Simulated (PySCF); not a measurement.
Stepwise substitution at one centre (In SH-H). All species are isolated molecules in the gas phase. One relaxed conformer stands for each flexible species; it need not be the lowest. Strings in code marks are SMILES.

Method: CAM-B3LYP-D3(BJ)/def2-TZVP in PySCF. All candidates: neutral, multiplicity 1. Excitations are Tamm–Dancoff values on a coarser integration grid. The basis has no diffuse functions, so Rydberg states are missing or too high.

- HOMO–LUMO gap = 7.82 eV
- S1 excitation (TDA) = 5.11 eV
- LUMO = -0.89 eV

Task: Which member has these values?
A) `[SH][InH][SH]` (H–S–In–S torsion 180°, S–In–S–H torsion 0°)
B) `[SH][In]([SH])[SH]`
C) `[SH][InH2]`

Result: C, `[SH][InH2]`. The others give `[SH][In]([SH])[SH]`: 8.12 eV, 4.81 eV, -0.79 eV; `[SH][InH][SH]` (H–S–In–S torsion 180°, S–In–S–H torsion 0°): 8.07 eV, 5.21 eV, -0.61 eV
